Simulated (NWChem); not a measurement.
**Basis-set dependence for ClLi**

SMILES: [Li][Cl]
```xyz
2

Li     0.0000     0.0000    -1.7006
Cl     0.0000     0.0000     0.3001
```
Charge 0, spin multiplicity 1.

Everything below was run with NWChem. Structure: optimised with B3LYP/def2-SVP, a minimum by its harmonic frequencies.

Hartree-Fock energies in Ha, correlation energies in mHa.

The correlated methods keep 5 core orbitals frozen. The Pople sets run with spherical d functions. The structure started from a generated list of species. Coupled-cluster values serve here as a point of comparison, not as the truth.

| basis | functions | RHF | MP2 | SCS-MP2 | CCSD | CCSD+T(CCSD) | CCSD(T) | CR-CCSD[T] | CR-CCSD(T) | CCSDT |
|---|---|---|---|---|---|---|---|---|---|---|
| 6-31G* | 32 | -467.00684 | -135.7 | -131.6 | -148.4 | -151.4 | -151.3 | -151.0 | -150.9 | -151.6 |
| cc-pVDZ | 32 | -467.03214 | -143.5 | -138.5 | -155.5 | -157.9 | -157.9 | -157.6 | -157.5 | -158.1 |
| cc-pVTZ | 64 | -467.05102 | -214.0 | -212.7 | -232.3 | -240.6 | -240.6 | -239.3 | -239.3 | not run |
| cc-pVQZ | 114 | -467.05504 | -240.1 | -241.6 | -257.8 | -268.3 | -268.3 | -266.7 | -266.7 | not run |

From cc-pVTZ to cc-pVQZ the Hartree-Fock energy moves by -4.0 mHa and the MP2 correlation energy by -26.0 mHa, which is 11 % of its value in the larger set.
